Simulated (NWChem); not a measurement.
MgBrF; SMILES [Mg]([Br])[F]

```xyz
3

Mg    -0.0075     1.0753     0.0000
F     -0.1648     2.8211     0.0000
Br     0.2027    -1.2528     0.0000
```
Atoms are numbered in this order, from 1.

Program: NWChem. All runs use the structure optimised with PBE0/def2-SVP. GIAO values for the isolated, static molecule; σ is the absolute isotropic shielding, δ = σ(reference) − σ with the isolated reference molecule computed at the same levels (19F: trichlorofluoromethane). Spin-orbit effects, on the heavy nuclei and on their neighbours, are missing.

Problem. Predict the results for PBE0/pcSseg-1. Quantities: σ Mg1 (ppm); δ F2 (ppm); σ Br3 (ppm).

Solution. The σ Mg1 (ppm) comes out as 517.3. The δ F2 (ppm) is -238.3 and the σ Br3 (ppm) comes out as 3080.0.
